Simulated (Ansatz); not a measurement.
`BOC=C`, relaxed with RKS PBE0-D4/def2-TZVP in Ansatz 0.2.0 from a PBE-D4/def2-SVP geometry. The force threshold is 0.005 eV/Å; the program also tests the step.

Charge 0, multiplicity 1.

Start:

```xyz
9

B     1.456   -0.487   -1.033
O     0.397   -0.668   -0.198
C    -0.397    0.364    0.242
C    -1.430    0.149    1.069
H     2.072   -1.486   -1.343
H     1.737    0.636   -1.424
H    -0.114    1.363   -0.138
H    -2.046    0.994    1.405
H    -1.673   -0.865    1.419
```

| step | energy (eV) | largest force (eV/Å) | largest move (Å) |
| --- | --- | --- | --- |
| 1 | -4874.7366 | 0.589 | 0.000 |
| 2 | -4874.7788 | 0.160 | 0.029 |
| 3 | -4874.7818 | 0.017 | 0.012 |
| 4 | -4874.7818 | 0.026 | 0.002 |
| 5 | -4874.7818 | 0.024 | 0.007 |
| 6 | -4874.7819 | 0.001 | 0.004 |

End:

```xyz
9

B     1.439   -0.482   -1.021
O     0.392   -0.676   -0.191
C    -0.393    0.354    0.242
C    -1.413    0.150    1.055
H     2.058   -1.451   -1.338
H     1.702    0.627   -1.400
H    -0.108    1.334   -0.134
H    -2.015    0.987    1.380
H    -1.662   -0.843    1.407
```

Hardware: 4 threads of a server CPU on a shared host. Wall time 6 s, peak host memory 0.3 GiB.
